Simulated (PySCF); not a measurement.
# Field gradients at the hydrogen positions

Butylallene, C7H12.
Atom-mapped SMILES: `[CH2:1]=[C:2]=[CH:3][CH2:4][CH2:5][CH2:6][CH3:7]` (hydrogens: H8, H9 on C1; H10 on C3; H11, H12 on C4; H13, H14 on C5; H15, H16 on C6; H17, H18, H19 on C7)

Cartesian coordinates in Å at the GFN2-xTB level; atoms count from 1:
```
atom  x, y, z in Å
C1    -3.9465   -0.1204   -0.5190
C2    -2.8503   -0.4305    0.0958
C3    -1.7476   -0.7221    0.7116
C4    -0.5974    0.2295    0.8869
C5     0.6591   -0.2893    0.1835
C6     1.8496    0.6459    0.3797
C7     3.0977    0.1289   -0.3250
H8    -4.7955    0.2946    0.0012
H9    -4.0628   -0.2719   -1.5807
H10   -1.6047   -1.7136    1.1237
H11   -0.8664    1.2092    0.4876
H12   -0.3883    0.3423    1.9550
H13    0.4526   -0.3966   -0.8842
H14    0.9091   -1.2791    0.5739
H15    2.0537    0.7517    1.4480
H16    1.5975    1.6356   -0.0081
H17    2.9218    0.0401   -1.3948
H18    3.9346    0.8060   -0.1701
H19    3.3739   -0.8512    0.0580
```

Level: PBE0/pcSseg-1 (PySCF, non-relativistic); Q(2H) = 0.00286 b; rigid geometry, the same for H and D, with no vibrational averaging.

Question: Rank these positions by the coupling χzz of a deuteron there, largest first.
A. H10 (hydrogen on carbon)
B. H14 (methylene hydrogen)
C. H9 (hydrogen on carbon)
D. H17 (methyl hydrogen)

Answer: C (226 kHz), A (219 kHz), D (212 kHz), B (203 kHz).

Question: Tabulate Vzz, the asymmetry η and χzz = 234.96 MHz × Q × Vzz for every hydrogen position.

Answer: 
| atom | bonded to | bond length (Å) | Vzz (au) | η | χzz (kHz) |
| --- | --- | --- | --- | --- | --- |
| H8 | C1 | 1.079 | 0.3366 | 0.06 | 226 |
| H9 | C1 | 1.079 | 0.3367 | 0.06 | 226 |
| H10 | C3 | 1.083 | 0.3258 | 0.07 | 219 |
| H11 | C4 | 1.092 | 0.3023 | 0.03 | 203 |
| H12 | C4 | 1.094 | 0.3000 | 0.02 | 202 |
| H13 | C5 | 1.093 | 0.3018 | 0.02 | 203 |
| H14 | C5 | 1.093 | 0.3025 | 0.03 | 203 |
| H15 | C6 | 1.093 | 0.3031 | 0.02 | 204 |
| H16 | C6 | 1.092 | 0.3035 | 0.02 | 204 |
| H17 | C7 | 1.088 | 0.3150 | 0.02 | 212 |
| H18 | C7 | 1.088 | 0.3165 | 0.01 | 213 |
| H19 | C7 | 1.088 | 0.3149 | 0.02 | 212 |

Question: How does χzz go with the bond length over the 12 C–H bonds?

Answer: A straight-line fit has a slope of -16.4 kHz for each 0.01 Å, with a correlation coefficient of -1.00, over lengths from 1.079 to 1.094 Å. The longer bonds have the smaller couplings here.

Isolated species at its GFN2-xTB geometry (one conformer only). GFN2-xTB bond lengths can be off by several hundredths of an ångström, more for odd bonds, and the gradients follow them. The basis is small and wasn't made for field gradients, so the couplings can be 20 % off.
